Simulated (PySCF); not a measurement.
# How a change of structure moves an absorption spectrum

Method used: TDDFT wB97X-D/def2-SVPD, vertical, gas phase, core orbitals frozen in the response in PySCF 2.14.0, density-fitted response routines. Geometries: PBE0-D3(BJ)/def2-SVP; one conformer of each isolated species. Triplets are in the Tamm–Dancoff approximation. Relativistic effects are left out although some hold elements past zinc.

Parent: `[H][Al]([H])([H])<-[NH3]` (Al(NH3)H3), with lowest singlet excitation energy 6.38 eV, HOMO–LUMO gap 10.48 eV, lowest triplet energy 6.17 eV, S1–T1 gap 0.21 eV, mean static polarisability 46.2 au, HOMO energy -9.34 eV. Its spectrum: 6.38 eV (f 0.051 summed over 2 states); 7.54 eV (f 0.124 summed over 2 states); 7.62 eV (f 0.000); 8.24 eV (f 0.075); 8.30 eV (f 0.105 summed over 2 states).

Question: Order the derivatives by their lowest singlet excitation, lowest first, with the shift from the parent.
A. donor: NH3 to H2S: `[H][Al]([H])([H])<-[SH2]`
B. donor: NH3 to NH2Me: `[H][Al]([H])([H])<-[NH2]C`
C. donor: NH3 to AsH3: `[H][Al]([H])([H])<-[AsH3]`
D. donor: NH3 to CO: `[H][Al]([H])([H])<-[C-]#[O+]`
E. donor: NH3 to H2O: `[H][Al]([H])([H])<-[OH2]`
F. donor: NH3 to PH3: `[H][Al]([H])([H])<-[PH3]`

Answer: D (shift -1.19 eV), E (shift -0.45 eV), A (shift +0.04 eV), B (shift +0.14 eV), C (shift +0.23 eV), F (shift +0.36 eV).

```csv
change,SMILES,Δ S1 (eV),Δ gap (eV),Δ T1 (eV),Δ S1−T1 (eV),Δ α (au),Δ HOMO (eV)
donor: NH3 to H2S,[H][Al]([H])([H])<-[SH2],+0.04,+0.15,-0.05,+0.09,+11.5,-0.40
donor: NH3 to CO,[H][Al]([H])([H])<-[C-]#[O+],-1.19,-0.78,-1.27,+0.08,+3.0,-0.85
donor: NH3 to AsH3,[H][Al]([H])([H])<-[AsH3],+0.23,+0.40,+0.10,+0.13,+23.3,-0.43
donor: NH3 to H2O,[H][Al]([H])([H])<-[OH2],-0.45,-0.32,-0.43,-0.02,-4.3,-0.10
donor: NH3 to NH2Me,[H][Al]([H])([H])<-[NH2]C,+0.14,+0.20,+0.12,+0.02,+11.1,+0.03
donor: NH3 to PH3,[H][Al]([H])([H])<-[PH3],+0.36,+0.58,+0.23,+0.14,+18.1,-0.36
```

S1 falls most with donor: NH3 to CO (-1.19 eV), and it rises most with donor: NH3 to PH3 (+0.36 eV). S1 is simply the lowest singlet of each species and needn't be the same kind of state throughout. Over these 6 changes the shifts of S1 and of the HOMO–LUMO gap correlate with r = 0.98.

Lowest levels of each derivative:
- `[H][Al]([H])([H])<-[SH2]`: 6.42 eV (f 0.003); 6.53 eV (f 0.004); 6.79 eV (f 0.000)
- `[H][Al]([H])([H])<-[C-]#[O+]`: 5.19 eV (f 0.000); 5.30 eV (f 0.031 summed over 2 states); 5.90 eV (f 0.253)
- `[H][Al]([H])([H])<-[AsH3]`: 6.61 eV (f 0.000 summed over 2 states); 7.15 eV (f 0.000); 7.20 eV (f 0.004 summed over 2 states)
- `[H][Al]([H])([H])<-[OH2]`: 5.93 eV (f 0.004); 6.17 eV (f 0.015); 7.44 eV (f 0.033)
- `[H][Al]([H])([H])<-[NH2]C`: 6.52 eV (f 0.020); 6.58 eV (f 0.032); 7.50 eV (f 0.066)
- `[H][Al]([H])([H])<-[PH3]`: 6.74 eV (f 0.000 summed over 2 states); 7.10 eV (f 0.001); 7.15 eV (f 0.010 summed over 2 states)
